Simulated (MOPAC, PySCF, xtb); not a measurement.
Noncovalent pair: CH2O (SMILES C=O) (first 4 atoms) with H2Se (SMILES [SeH2]); geometry from B3LYP-D3(BJ)/def2-TZVP, rigid monomers moved along the line of their centres of mass till O2···Se5 is 2.92 Å.
(charge 0, multiplicity 1):
```xyz
7

C      0.3537     0.0670    -0.3292
O      1.0838    -0.6681     0.2779
H      0.2041    -0.0338    -1.4210
H     -0.2039     0.8785     0.1737
Se     0.8438     0.5965     2.8940
H      0.4035    -0.8031     2.8748
H      0.1974     0.8319     4.1959
```

Counterpoise-corrected where a basis set is named; no monomer relaxation. Rows marked so take none.

Rows in 6-31G* carry no dispersion term and start afresh at each structure (6-31G* with six Cartesian d functions); the Pople sets are all-electron and without relativity. The state that PM3, PM6 reach isn't checked.

Codes used: MOPAC for PM3, PM6 (differences of heats of formation); PySCF for 6-31G* rows; xtb for the GFN methods. 

One of these levels gives -155.2 meV for the interaction energy. Which one is it?
A) GFN1-xTB
B) HF/6-31G* (no counterpoise)
C) PM6
D) PM3

D, PM3. The others give 45.1 (PM6), -44.5 (GFN1-xTB), 17.0 (HF/6-31G* (no counterpoise))
